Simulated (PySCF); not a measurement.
Curvature of the energy in the electron number along the 5p block, charge +2

Calculated with PySCF 2.14, in def2-TZVPPD with the def2 core potential (28 electrons), ECP: one orbital is emptied in steps, and each cell gives the departure of E from the straight line at half an electron, in eV (from a cubic fit). The exact functional gives zero.

```tsv
species	orbital	LDA	PBE	r2SCAN	PBE0	BHandHLYP	LC-wPBE	wB97X	UHF
In²⁺	5s alpha	-1.10	-1.11	-0.97	-0.81	-0.57	-0.12	-0.16	0.03
Sn²⁺	5s beta	-1.17	-1.17	-1.01	-0.85	-0.59	-0.14	-0.24	0.06
Te²⁺	5p alpha	-1.17	-1.13	-1.04	-0.82	-0.55	-0.13	-0.23	0.09
I²⁺	5p alpha	-1.24	-1.20	-1.12	-0.87	-0.57	-0.17	-0.25	0.11
Xe²⁺	5p beta	-1.23	-1.19	-1.08	-0.85	-0.57	-0.15	-0.33	0.16
```

Question: Estimate the missing row, Sb²⁺.

Answer: The calculation gives LDA -1.09; PBE -1.05; r2SCAN -0.97; PBE0 -0.76; BHandHLYP -0.53; LC-wPBE -0.10; wB97X -0.22; UHF 0.07.

Question: How does the mean departure depend on the functional?

Answer: LDA -1.17 eV; PBE -1.14 eV; r2SCAN -1.03 eV; PBE0 -0.83 eV; BHandHLYP -0.56 eV; LC-wPBE -0.14 eV; wB97X -0.24 eV; UHF 0.09 eV. Semilocal functionals are convex (delocalisation error), Hartree-Fock is concave or straight, and exact exchange removes curvature roughly in proportion to its share, so among the functionals the range-separated hybrids usually come closest to zero.

No spin-orbit coupling is included.
